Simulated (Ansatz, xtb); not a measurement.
## Two structures of C3H10AlO+

Structure X is a singlet given by its coordinates and structure Y is a singlet given by its coordinates. Both are isolated ions in the gas phase, relaxed with B3LYP/6-31G*.

X (Å):

```xyz
15

C    -1.0660    2.3670   -0.0514
C    -1.4322    0.8742   -0.2122
C     0.5952   -2.1269   -1.1308
Al    0.0171   -0.3264   -0.7170
O     1.5691    0.8222   -0.8660
H    -0.3211    2.5291    0.7385
H    -0.6920    2.8057   -0.9856
H    -1.9469    2.9519    0.2320
H    -1.8682    0.4896    0.7213
H    -2.2301    0.7595   -0.9602
H     0.9980   -2.2049   -2.1486
H    -0.2474   -2.8241   -1.0587
H     1.3710   -2.4786   -0.4389
H     1.5268    1.7846   -0.7022
H     2.4795    0.5633   -1.1035
```

Close contacts (Å): C1–C2 1.55, C2–Al4 1.95, C3–Al4 1.94, Al4–O5 1.94, C1–H6 1.10, C1–H7 1.10, C1–H8 1.09, C2–H9 1.10, C2–H10 1.10, C3–H11 1.10, C3–H12 1.10, C3–H13 1.10, O5–H14 0.98, O5–H15 0.98.

Y (Å):

```xyz
15

C    -1.3127   -0.3726    0.2842
C    -0.3153    0.4993   -0.5167
C     2.5649   -1.8714   -0.5483
Al    1.4173   -0.3354   -0.8215
O     2.4681    0.9286   -1.8614
H    -1.5400   -1.3132   -0.2284
H    -0.9357   -0.6163    1.2830
H    -2.2587    0.1624    0.4157
H    -0.7497    0.7670   -1.4915
H    -0.1533    1.4561    0.0021
H     3.4834   -1.6091   -0.0079
H     2.8602   -2.3386   -1.4965
H     2.0466   -2.6350    0.0427
H     3.3848    0.7826   -2.1644
H     2.1633    1.8061   -2.1618
```

Close contacts (Å): C1–C2 1.55, C2–Al4 1.95, C3–Al4 1.94, Al4–O5 1.95, C1–H6 1.10, C1–H7 1.10, C1–H8 1.09, C2–H9 1.10, C2–H10 1.10, C3–H11 1.10, C3–H12 1.10, C3–H13 1.10, O5–H14 0.98, O5–H15 0.98.

Which of the two would you expect CCSD(T)/def2-SVP + ΔMP2/def2-TZVPP electronic energies to favour?

Too close to call at this level: CCSD(T)/def2-SVP + ΔMP2/def2-TZVPP gives E(Y) − E(X) = +0.71 kcal/mol.

The same difference at several levels:

```json
{"level": "B3LYP/6-31G*", "geometry": "B3LYP/6-31G*", "E(Y) − E(X) (kcal/mol)": "+0.51", "departure from the last row (kcal/mol)": "−0.21", "job, with rough time for the two": "optimisation, 45 s"}
{"level": "HF/def2-SVP", "geometry": "B3LYP/6-31G*", "E(Y) − E(X) (kcal/mol)": "+0.15", "departure from the last row (kcal/mol)": "−0.57", "job, with rough time for the two": "part of the CCSD(T) run"}
{"level": "MP2/def2-SVP", "geometry": "B3LYP/6-31G*", "E(Y) − E(X) (kcal/mol)": "+0.60", "departure from the last row (kcal/mol)": "−0.11", "job, with rough time for the two": "part of the CCSD(T) run"}
{"level": "CCSD(T)/def2-SVP", "geometry": "B3LYP/6-31G*", "E(Y) − E(X) (kcal/mol)": "+0.57", "departure from the last row (kcal/mol)": "−0.15", "job, with rough time for the two": "single point"}
{"level": "CCSD(T)/def2-SVP + ΔMP2/def2-TZVPP", "geometry": "B3LYP/6-31G*", "E(Y) − E(X) (kcal/mol)": "+0.71", "departure from the last row (kcal/mol)": "", "job, with rough time for the two": "single point, 51 s"}
```

The largest departure from CCSD(T)/def2-SVP + ΔMP2/def2-TZVPP is that of HF/def2-SVP, 0.57 kcal/mol. Levels run at GFN2-xTB geometries aren't shown. The last row adds to CCSD(T) the change of the MP2 difference between the two basis sets, here +0.15 kcal/mol.

With harmonic frequencies from B3LYP/6-31G* (ideal gas, rigid rotor, one conformer each, 400 K, 1 atm): on the last row, ΔE + ΔZPE = +0.61 kcal/mol. A mode under 50 cm⁻¹ makes harmonic enthalpies and free energies unreliable, so none is given.

The correlated steps freeze 9 core orbitals. Codes used: Ansatz 0.2.0; the last row on 2 threads of Arm Neoverse V1 on a shared host.
